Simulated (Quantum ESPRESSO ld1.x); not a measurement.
Question: All-electron atom: Sb XLVII in [He] 2s2 2p1. Method: Dirac Kohn-Sham, LDA (Slater exchange, Perdew-Zunger correlation), spin-unpolarised, spherical densities, point nucleus; open shells are shared between the two j in proportion to 2j + 1; computed with ld1.x of Quantum ESPRESSO 7.5. Some entries of the table are withheld. Estimate them.

orbital      occ.  eigenvalue (hartree)  r(max) (bohr)
1s1/2           2                   (1)          0.018
2s1/2           2              -300.255          0.100
2p1/2    0.333333              -294.895            (2)
2p3/2    0.666667              -284.226            (3)

Answer: 
(1) 1s1/2 eigenvalue (hartree): -1268.08
(2) 2p1/2 r(max) (bohr): 0.076
(3) 2p3/2 r(max) (bohr): 0.081
